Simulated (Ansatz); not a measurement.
Basis-set extrapolation for C6H12S, SMILES `SC1CCCCC1` (PBE0-D4/def2-TZVP geometry, frozen core, Ansatz). Multiplicity 1, RHF reference.

|  | def2-TZVPP | def2-QZVPP |
| --- | --- | --- |
| HF | -631.829936 | -631.851761 |
| MP2 correlation | -1.216209 | -1.295825 |
| CCSD(T) correlation | -1.342738 | not run |

Energies in hartree. Use E(X) = E(∞) + A·exp(−7.88·√X) for Hartree–Fock and E(X) = E(∞) + B·X^(−2.97) for correlation, with X = 3 and 4, and add CCSD(T) minus MP2 of the smaller set to the MP2 limit.

What is the CCSD(T) energy at the basis-set limit?

HF limit: -631.851761 + (-0.021825) × 0.13774 = -631.85477. MP2 limit: -1.295825 + (-0.079616) × 0.74074 = -1.35480. Higher-order term: -1.342738 − (-1.216209) = -0.12653. Total: -633.33610 hartree, 102.6 kcal/mol below CCSD(T)/def2-TZVPP.
